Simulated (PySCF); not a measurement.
## Peak assignment

Bonds (- single, = double, # triple, : aromatic): C1=C2, C2-C3, C3:C4, C4:C5, C5-O6, O6-Si7, C5:N8, N8:N9, N9:C3. C1 carries H10, H11; C2 carries H12; C4 carries H13; Si7 carries H14, H15, H16; N9 carries H17. H10 is cis to C3; H11 is trans to C3.

No solvent, a single conformation, one averaged value for each set of equivalent atoms, non-relativistic Hamiltonian. Geometry from GFN2-xTB; GIAO PBE0/pcSseg-1 shieldings; PySCF.

References, each an isolated molecule treated in the same way: TMS for 13C and 1H.

Question: Assign these signals to the numbered atoms. 13C{1H} NMR (computed): δ 167.3, 147.0, 131.3, 122.1, 94.0.

Answer: 
167.3 → C5, aromatic carbon bearing oxygen: σ withdrawal by the attached heteroatom moves it downfield of the ring CH carbons
147.0 → C3, substituted aromatic carbon next to a ring nitrogen
131.3 → C2, alkene CH: an sp2 carbon of a C=C bond
122.1 → C1, terminal =CH2 carbon: as expected for a trigonal carbon in a double bond
94.0 → C4, aromatic CH: π donation from the O or N substituent raises the electron density at positions ortho and para to it

Question: Assign these signals to the numbered atoms. 1H NMR (400 MHz, computed): δ 8.28 (br s, 1H), 6.44 (m, 1H), 6.22 (s, 1H), 6.15 (m, 1H), 5.61 (m, 1H), 5.04 (s, 3H).

Answer: 
```tsv
δ (ppm)	atoms	environment	reason
8.28	H17	hydrogen on a pyrrole-type ring nitrogen	labile proton, position sensitive to the medium
6.44	H12	hydrogen on an alkene CH	a vinylic proton, deshielded by the sp2 carbon and the C=C anisotropy
6.22	H13	hydrogen on an aromatic CH	π donation from the O or N substituent shields it against benzene
6.15	H10	hydrogen on a terminal =CH2 carbon	olefinic region
5.61	H11	hydrogen on a terminal =CH2 carbon	–
5.04	H14/H15/H16	hydrogen on a silicon bonded to O	–
```

H13 and H10 lie closer than the usual error of such a calculation, so a measured spectrum could show them in the other order.

The OH or NH signal is concentration- and solvent-dependent in practice; the value given is the gas-phase one. Shifts are as computed. Against solution values, carbons near 30 ppm lie about +3 ppm off and those near 130 ppm about +5 ppm. Of 1211 compounds with measured shifts, 218 miss one by over three times the rms of a fit or turn the order of signals round; such compounds aren't used in these exercises. No couplings were computed; multiplicities are counted from neighbouring protons, with m where these are inequivalent, close in shift, in a saturated or five-membered ring or joined by F or P, and br s for small geminal =CH2 splittings.
